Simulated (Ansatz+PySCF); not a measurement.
Values are calculated unless marked as measured or tabulated.
Input for PySCF 2.14.0:

```python
from pyscf import gto, scf, mp

mol = gto.M(atom="""
Cl 0.000000 0.000000 -2.264810
Zn 0.000000 0.000000 0.000000
Cl 0.000000 0.000000 2.264810
""", basis='def2-svp', charge=0, spin=0)
mf = scf.UHF(mol)
mf.kernel()
pt = mp.MP2(mf, frozen=15).run()
print(mf.e_tot, pt.e_corr, pt.e_tot)
```

The script is written out from the run's settings.

Output:

| Item | Value |
| --- | --- |
| Converged | yes |
| Reference energy | -2696.38018 hartree |
| Correlation energy | -0.61453 hartree |
| Total energy | -2696.99470 hartree |
